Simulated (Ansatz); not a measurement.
ClPb (SMILES [Cl][Pb]), doublet, geometry from GFN2-xTB (such geometries of metal compounds can be far from the true shape) (the spin is typed, not shown lowest) (core potentials on Pb); CAM-B3LYP/def2-TZVP in Ansatz (a first-principles code).

Here is a job for Ansatz.
Ansatz 0.2 input:
```yaml
crystal:
  periodic: [false, false, false]
  atoms:
    - {symbol: Pb, position_ang: [-0.00000000, -0.00000000, -0.43472468]}
    - {symbol: Cl, position_ang: [0.00000000, 0.00000000, 2.09690730]}
basis:
  gaussian:
    orbitals: def2-TZVP
hamiltonian:
  xc: cam_b3lyp
magnetization: {spin_polarized: true, initial_magnetization: 1}
accuracy: high
```

What the program printed (banner, timings and long lists left out):

```
Functional definition: CAM-B3LYP
1348 factors; integrals over basis functions are off by at most 3.7e-9 eV
323 factors; integrals over basis functions are off by at most 2.5e-9 eV
mean field evaluation 1: about -17770.7352 eV, gradient 1.3e1 eV
mean field evaluation 2: about -17770.2005 eV, gradient 1.9e1 eV
mean field evaluation 4: about -17771.9066 eV, gradient 8.6e-1 eV
mean field evaluation 8: about -17771.9362 eV, gradient 4.2e-2 eV
mean field evaluation 16: about -17771.9362 eV, gradient 1.7e-4 eV
mean field -17771.93621004 eV, -653.1066094678 hartree, gradient 3.2e-8 eV, S^2 0.752389; 0 other end points of the search recorded, 0 dependent functions left out
reference -17771.93622341 eV, -653.1066099592 hartree; 20, 19 occupied and 67, 68 virtual orbitals, 1348 factors
Total energy: -17771.93622341 eV, -653.1066099592 hartree
```
